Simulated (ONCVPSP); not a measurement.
**Ta: excitation energies, all-electron against ONCV**

* Element: Ta (Z = 73)
* Generator: ONCVPSP 4.0.1
* Type: optimised norm-conserving Vanderbilt (ONCV)
* Functional: PBE
* Relativity: fully relativistic
* Frozen core: [Xe] 4f14
* Valence charge: 5
* Reference configuration: 5d3 6s1 6p1
* Partial waves: 6s: rc 2.60 bohr, ncon 5, nbas 9, qcut 2.3 1/bohr, 2 projectors, debl 0.4 Ha; 6p: rc 3.00 bohr, ncon 5, nbas 10, qcut 3 1/bohr, 2 projectors, debl 0.9 Ha; 5d: rc 1.90 bohr, ncon 3, nbas 7, qcut 5.5 1/bohr, 2 projectors, debl 1.7 Ha
* Local potential: polynomial inside 1.65 bohr (lpopt 5, dvloc0 0 Ha)
* Core correction: polynomial model core, fcfact 0.25

Open shells are filled in proportion to 2j + 1.

Energies are relative to the spin-unpolarised reference configuration 5d3 6s1 6p1; without spin polarisation the order of configurations can differ from experiment.

(1) Give the all-electron excitation energy and the error of the potential for: 5d3 6s2 6p0; 5d3 6s1 6p0; 5d3 6s0 6p0; 5d3 6s0 6p1.

Levels in the configuration 5d3 6s0 6p0:

```json
{"level": "5d j=5/2", "all-electron (eV)": "-18.026", "pseudo (eV)": "-17.994"}
{"level": "5d j=3/2", "all-electron (eV)": "-18.726", "pseudo (eV)": "-18.690"}
```

Note: ghosts flagged at negative energy: s at -37.6 eV, p3/2 at -518.3 eV, p3/2 at -21.1 eV; GHOST(+) flagged for p1/2 at 14.4 eV. A true bound ghost makes a file unfit for plane-wave use.

## Answers

(1)

```tsv
valence configuration	charge	ΔE all-electron (eV)	error AE − PS (meV)
5d3 6s2 6p0	0	-4.146	-2.5
5d3 6s1 6p0	+1	4.326	-4.5
5d3 6s0 6p0	+2	19.300	-16
5d3 6s0 6p1	+1	9.359	-4.2
```
